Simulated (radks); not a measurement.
Values are calculated unless marked as measured or tabulated.
Effect of the nuclear size on the sulfur ion S+, [Ne] 3s2 3p3. Level of theory: Dirac Kohn-Sham, BLYP, spin-unpolarised, spherical densities, finite nucleus; open shells fill j = l - 1/2 first; Fermi nuclear charge, rms radius 3.2611 fm (a radial shooting solver on a logarithmic mesh with Libxc functionals). The rms radius is varied about that value; shifts are against it.

rms radius (fm)  total energy shift (eV)  density at nucleus (e/bohr^3)  1s1/2 shift (meV)  2s1/2 shift (meV)
2.8111                          -0.00262                           2958              -1.10             -0.077
3.1274                         -0.000818                           2952             -0.343             -0.024
3.2611                                 0                           2950              0.000              0.000
3.447                            0.00119                           2947              0.500              0.035
3.7568                           0.00333                           2943               1.39              0.098

Slopes of the eigenvalues against <r^2> in GHz/fm^2, as finite differences over the two radii next to the reference (eigenvalue slopes, not the field-shift constants of lines): 1s1/2 96.9, 2s1/2 6.79.
